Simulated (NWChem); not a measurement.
CH$_{3}$NOSi; SMILES N#CO[SiH3]

```xyz
7

N      0.4439     2.3088     0.0000
C     -0.0851     1.2694     0.0000
O     -0.7091     0.1376     0.0000
Si     0.0974    -1.3785     0.0000
H      0.9278    -1.4761    -1.2211
H     -1.0090    -2.3548     0.0000
H      0.9278    -1.4761     1.2211
```
Atoms are numbered in this order, from 1.

Results from NWChem. Pople sets run with spherical d functions. Geometry: optimised at B3LYP/6-31G* (spherical d). Vzz is the largest principal value of the second derivative of the potential at the nucleus (NWChem prints the opposite sign); η is the asymmetry. Non-relativistic.

```tsv
level	Vzz N1 (a.u.)	η N1	Vzz O3 (a.u.)	η O3
PBE/def2-SVP	-0.450	0.26	1.520	0.46
PBE/6-31G*	-0.372	0.34	1.504	0.46
PBE0/def2-SVP	…	0.25	…	0.46
PBE0/6-31G*	-0.418	0.31	1.570	0.46
```

**Question.** Fill in the missing entries.

**Answer.** 
- PBE0/def2-SVP, Vzz N1 (a.u.): -0.497
- PBE0/def2-SVP, Vzz O3 (a.u.): 1.586
